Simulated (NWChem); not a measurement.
Species: BeSiH$_{4}$O; SMILES [OH][Be][SiH3]

```xyz
7

Be     0.6558     0.0441    -0.4567
O      1.7793     0.0694    -1.2787
H      2.5408     0.0873    -1.8431
Si    -1.0911     0.0039     0.8220
H     -1.9282    -1.2222     0.6033
H     -1.9911     1.1823     0.5917
H     -0.7299     0.0205     2.2784
```
Atoms are numbered in this order, from 1.

Computed with NWChem. Pople sets run with spherical d functions. All runs use the structure optimised with PBE0/def2-SVP. GIAO values for the isolated, static molecule; σ is the absolute isotropic shielding, δ = σ(reference) − σ with the isolated reference molecule computed at the same levels (1H: tetramethylsilane, 17O: water, 29Si: tetramethylsilane).

```json
[
 {"level": "PBE0/pcSseg-1", "σ Be1 (ppm)": "105.9", "δ O2 (ppm)": "56.8", "δ H3 (ppm)": "2.09", "δ Si4 (ppm)": "-144.6", "δ H5 (ppm)": "2.89"},
 {"level": "KT2/pcSseg-1", "σ Be1 (ppm)": "107.4", "δ O2 (ppm)": "56.9", "δ H3 (ppm)": "2.20", "δ Si4 (ppm)": "-147.0", "δ H5 (ppm)": "2.87"},
 {"level": "B3LYP/6-311G**", "σ Be1 (ppm)": "105.1", "δ O2 (ppm)": "58.1", "δ H3 (ppm)": "2.04", "δ Si4 (ppm)": "-145.4", "δ H5 (ppm)": "3.06"},
 {"level": "Hartree-Fock/6-31G*", "σ Be1 (ppm)": "113.1", "δ O2 (ppm)": "28.1", "δ H3 (ppm)": "2.17", "δ Si4 (ppm)": "-99.4", "δ H5 (ppm)": "3.10"}
]
```
